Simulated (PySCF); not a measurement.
The numbers are results of PBE-D3(BJ)/def2-TZVP // PBE0-D3(BJ)/def2-SVP run with PySCF, not measurements. Isolated molecules, 0 K electronic values unless said otherwise. Excitations are Tamm–Dancoff values on a coarser integration grid. The basis has no diffuse functions, so Rydberg states are missing or too high.

Reference species (SMILES): `[SiH3]c1cc(Cl)c2ccsc2c1` (neutral, multiplicity 1).

```yaml
S1–T1 gap (TDA): 0.96 eV
S1 oscillator strength: 0.077
dipole_moment: 1.30 D
```

After one change: the S1–T1 gap (TDA) decreases by 0.06 eV; the S1 oscillator strength drops by 0.031; the dipole moment rises by 0.42 D.

Problem. Name the change that produced these shifts. The new species is one of these.
A. `[SiH3]c1c(Cl)ccc2ccsc12`
B. `[SiH3]c1cc2c(Cl)cccc2s1`
C. `[SiH3]c1c(Cl)ccc2sccc12`
D. `[SiH3]c1ccc(Cl)c2ccsc12`

Solution. C, `[SiH3]c1c(Cl)ccc2sccc12`
